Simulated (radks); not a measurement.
Question: Numerical settings for the promethium ion Pm2+, [Xe] 4f5. All-electron calculation, scalar-relativistic Kohn-Sham, r2SCAN, spin-unpolarised, spherical densities, finite nucleus; meta-GGA in the generalised Kohn-Sham scheme; Fermi nuclear charge, rms radius 4.962 fm. Program: a radial shooting solver on a logarithmic mesh with Libxc functionals. The defaults (mesh step 0.008 in ln r, mesh end at 40 bohr or more with all orbitals vanishing there, Anderson mixing 0.5 over 9 steps, residual threshold near 1e-9 with the energy settled to 1e-9 hartree or 1e-11 of itself, here a cap of 95 iterations) give E = -10020.450 hartree and 4f at -14.631 eV in 13 iterations. Run on one thread of a shared host, so times are rough (Arm Neoverse N1): 0.17 s of CPU time, 0.17 s wall, 13 iterations on 2254 mesh points. One setting is changed at a time: mesh step in ln r 0.003; mesh step in ln r 0.08; mesh step in ln r 0.05; mesh end (bohr) 2; mesh end (bohr) 20; residual threshold 0.001; residual threshold 1e-13; mixing 2.5; linear mixing, mixing 0.2; linear mixing, mixing 1; mixing history 2; iteration cap 3. Which runs fail to converge, and which converge to a wrong energy?

Answer: Not converged within the cap: mesh step in ln r 0.08; linear mixing, mixing 1; iteration cap 3. Settled on a wrong energy, with an occupied level pushed above zero by the early mesh end: mesh end (bohr) 2 (+9.94 hartree). Apart from these: no run marked as converged misses the energy by more than 1 mhartree.
